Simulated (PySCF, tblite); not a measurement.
Compound: C₄H₄F₃O (charge -1).
Bonds: C1–C2 (double), C2–O3, C2–C4, C4–C5, C5–F6, C5–F7, C5–F8. Hydrogens: H9, H10 on C1; H11, H12 on C4.
Bond orders are those of one Lewis drawing.

Computed with GFN2-xTB (tblite), gas phase: nudged elastic band of 9 images (0 to 8), spring 0.2 eV/Å², climbing image at the end, force threshold 0.05 eV/Å. The top image wasn't refined or checked by frequencies; at this threshold it can lie a kcal/mol or more above the true saddle point of the method.

Path: rotation about C4–C5 (allylic carbon, CF3 carbon), followed by the dihedral C2–C4–C5–F7.

Image 0 (start, dihedral -66°):
```
atom  x, y, z in Å
C1      1.526   -0.949   -0.458
C2      0.858   -0.531    0.640
O3      0.870   -0.972    1.816
C4     -0.064    0.751    0.396
C5     -1.360    0.394   -0.246
F6     -2.200    1.488   -0.384
F7     -1.258   -0.078   -1.503
F8     -2.106   -0.496    0.424
H9      1.414   -0.470   -1.417
H10     2.171   -1.811   -0.414
H11    -0.286    1.197    1.366
H12     0.438    1.477   -0.246
```

Image 8 (end, 0.000 eV, dihedral 58°):
```
atom  x, y, z in Å
C1      1.633   -0.552   -0.675
C2      0.902   -0.640    0.457
O3      0.948   -1.478    1.391
C4     -0.163    0.536    0.642
C5     -1.389    0.316   -0.176
F6     -1.199    0.366   -1.507
F7     -2.039   -0.832    0.063
F8     -2.351    1.289    0.044
H9      1.484    0.234   -1.398
H10     2.376   -1.296   -0.909
H11    -0.464    0.559    1.691
H12     0.263    1.497    0.351
```

Question: What do the inner images look like?

Answer: 
Image 1: +0.012 eV, dihedral -51°
```
atom  x, y, z in Å
C1      1.560   -0.897   -0.489
C2      0.859   -0.550    0.614
O3      0.850   -1.057    1.763
C4     -0.076    0.730    0.424
C5     -1.371    0.386   -0.231
F6     -2.083    1.510   -0.619
F7     -1.278   -0.328   -1.366
F8     -2.236   -0.278    0.555
H9      1.462   -0.366   -1.422
H10     2.202   -1.763   -0.490
H11    -0.307    1.124    1.415
H12     0.420    1.490   -0.181
```

Image 2: +0.040 eV, dihedral -35°
```
atom  x, y, z in Å
C1      1.575   -0.849   -0.521
C2      0.865   -0.567    0.595
O3      0.858   -1.130    1.717
C4     -0.088    0.707    0.461
C5     -1.378    0.378   -0.222
F6     -1.942    1.473   -0.847
F7     -1.314   -0.541   -1.197
F8     -2.350   -0.044    0.613
H9      1.470   -0.274   -1.428
H10     2.227   -1.706   -0.564
H11    -0.327    1.052    1.468
H12     0.405    1.501   -0.102
```

Image 3: +0.067 eV, dihedral -19°
```
atom  x, y, z in Å
C1      1.588   -0.800   -0.551
C2      0.872   -0.580    0.574
O3      0.867   -1.197    1.668
C4     -0.100    0.684    0.496
C5     -1.383    0.369   -0.214
F6     -1.790    1.380   -1.053
F7     -1.381   -0.717   -0.998
F8     -2.440    0.205    0.619
H9      1.476   -0.184   -1.431
H10     2.250   -1.646   -0.634
H11    -0.346    0.974    1.519
H12     0.387    1.512   -0.020
```

Image 4 (top): +0.078 eV, dihedral -3°
```
atom  x, y, z in Å
C1      1.599   -0.751   -0.582
C2      0.878   -0.593    0.551
O3      0.876   -1.261    1.614
C4     -0.111    0.659    0.530
C5     -1.385    0.360   -0.206
F6     -1.633    1.235   -1.229
F7     -1.478   -0.849   -0.775
F8     -2.497    0.462    0.575
H9      1.482   -0.094   -1.430
H10     2.273   -1.583   -0.701
H11    -0.366    0.890    1.565
H12     0.364    1.523    0.062
```

Image 5: +0.065 eV, dihedral 13°
```
atom  x, y, z in Å
C1      1.608   -0.701   -0.610
C2      0.883   -0.605    0.527
O3      0.885   -1.322    1.557
C4     -0.123    0.634    0.561
C5     -1.385    0.349   -0.198
F6     -1.483    1.045   -1.364
F7     -1.599   -0.927   -0.540
F8     -2.517    0.712    0.484
H9      1.488   -0.003   -1.425
H10     2.295   -1.516   -0.765
H11    -0.388    0.804    1.606
H12     0.337    1.529    0.142
```

Image 6: +0.036 eV, dihedral 29°
```
atom  x, y, z in Å
C1      1.617   -0.649   -0.636
C2      0.887   -0.616    0.501
O3      0.894   -1.383    1.495
C4     -0.135    0.606    0.591
C5     -1.383    0.337   -0.189
F6     -1.351    0.819   -1.455
F7     -1.739   -0.948   -0.304
F8     -2.495    0.943    0.354
H9      1.494    0.087   -1.415
H10     2.317   -1.446   -0.825
H11    -0.412    0.719    1.640
H12     0.309    1.529    0.217
```

Image 7: +0.009 eV, dihedral 45°
```
atom  x, y, z in Å
C1      1.627   -0.593   -0.658
C2      0.890   -0.628    0.474
O3      0.902   -1.442    1.430
C4     -0.148    0.576    0.619
C5     -1.382    0.323   -0.179
F6     -1.250    0.567   -1.500
F7     -1.892   -0.911   -0.082
F8     -2.434    1.142    0.191
H9      1.500    0.179   -1.400
H10     2.340   -1.371   -0.880
H11    -0.436    0.636    1.669
H12     0.283    1.522    0.289
```

The largest changes of bonds and angles from start to top: C5–F8 1.341 → 1.363 Å, C5–F6 1.386 → 1.368 Å, C4–C5 1.490 → 1.502 Å, C5–F7 1.346 → 1.339 Å, C4–C5–F8 115.3 → 113.4°, C4–C5–F7 114.9 → 116.6°, F7–C5–F8 106.1 → 104.7°. GFN2-xTB torsional profiles can miss by a kcal/mol or more and can put conformers in the wrong order.

Question: What do single points at PBE0/pcSseg-1 (PySCF, no dispersion term) give on some images?

Answer: 
```csv
image,GFN2-xTB E (eV),DFT E (eV),HOMO (eV),LUMO (eV)
0,0.000,0.000,-0.01,5.86
2,0.040,0.091,0.02,5.83
4,0.078,0.139,0.00,5.87
6,0.036,0.040,-0.03,5.91
8,0.000,0.001,0.00,5.86
```

Energies count from image 0 at each level. At the GFN2-xTB top the DFT energy is 3.2 kcal/mol against 1.8; the geometries weren't optimised at the DFT level. An orbital of positive energy is held in place by the finite basis.

What follows is the cost of the whole band run. Hardware: an Intel Xeon at 2.50 GHz with one thread, shared host. Cost: 4.8 s of wall time, 0.18 GiB resident at most.
